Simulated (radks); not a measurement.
Values are calculated unless marked as measured or tabulated.
Isoelectronic series with 3 electrons, all held in the configuration [He] 2s1, which need not be the ground one along the series. Level of theory: scalar-relativistic Kohn-Sham, LDA (Slater exchange, Perdew-Wang correlation), spin-polarised, spherical densities, finite nucleus; open shells are filled with parallel spins first; Fermi nuclear charge, rms radius of each element as measured or else 0.836 A^(1/3) + 0.57 fm (a radial shooting solver on a logarithmic mesh with Libxc functionals). Total energies (hartree) and orbital eigenvalues (eV):

| ion | E (hartree) | 2s up | 1s down | 1s up |
|---|---|---|---|---|
| Li | -7.34408 | -3.1649 | -50.8044 | -51.0146 |
| Be+ | -14.11746 | -14.3014 | -115.9797 | -116.4767 |
| B2+ | -23.14228 | -32.3695 | -208.5327 | -209.3287 |
| C3+ | -34.41951 | -57.2839 | -328.3615 | -329.4622 |
| N4+ | -47.95127 | -89.0282 | -475.4629 | -476.8720 |
| O5+ | -63.74011 | -127.6020 | -649.8556 | -651.5759 |
| F6+ | -81.78887 | -173.0106 | -851.5673 | -853.6009 |
| Ne7+ | -102.10075 | -225.2628 | -1080.632 | -1082.980 |
| Mg9+ | -149.52835 | -350.3423 | -1620.978 | -1623.961 |
| Al10+ | -176.65223 | -423.1963 | -1932.350 | -1935.653 |
| Si11+ | -206.05553 | -502.9465 | -2271.257 | -2274.881 |
| P12+ | -237.74327 | -589.6102 | -2637.754 | -2641.701 |
| S13+ | -271.72085 | -683.2058 | -3031.905 | -3036.176 |
| Cl14+ | -307.99406 | -783.7533 | -3453.774 | -3458.370 |
| Ar15+ | -346.56911 | -891.2743 | -3903.432 | -3908.355 |
| K16+ | -387.45263 | -1005.792 | -4380.956 | -4386.207 |
| Ca17+ | -430.65160 | -1127.330 | -4886.424 | -4892.005 |
| Sc18+ | -476.17345 | -1255.916 | -5419.924 | -5425.836 |
| Ti19+ | -524.02609 | -1391.576 | -5981.545 | -5987.790 |
| V20+ | -574.21784 | -1534.340 | -6571.383 | -6577.962 |
| Cr21+ | -626.75737 | -1684.239 | -7189.537 | -7196.453 |
| Mn22+ | -681.65389 | -1841.305 | -7836.115 | -7843.369 |
